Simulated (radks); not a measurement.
Coulomb parameter of the 5d shell of the iridium ion Ir2+ in the model configuration [Xe] 4f14 5d5.5 6s1.5, as a second difference U = [E(n + 0.5) + E(n - 0.5) - 2 E(n)] / (0.5)^2 with all orbitals relaxed. "Bare": the charge of the atom changes with n. "Screened": the 6s shell takes up the change at fixed total charge, which measures U(5d,5d) + U(6s,6s) - 2 U(5d,6s). Method: scalar-relativistic Kohn-Sham, PBE, spin-unpolarised, spherical densities, finite nucleus; Fermi nuclear charge, rms radius 5.4032 fm; computed with a radial shooting solver on a logarithmic mesh with Libxc functionals.

case                   configuration  E - E(n) (eV)
start          [Xe] 4f14 5d5.5 6s1.5          0.000
bare +0.5        [Xe] 4f14 5d6 6s1.5        -12.532
bare -0.5        [Xe] 4f14 5d5 6s1.5         15.615
screened +0.5      [Xe] 4f14 5d6 6s1         -2.192
screened -0.5      [Xe] 4f14 5d5 6s2          2.498

U(bare) = 12.330 eV, U(screened by 6s) = 1.222 eV, against the Slater integral F0(5d,5d) = 15.758 eV with frozen orbitals.
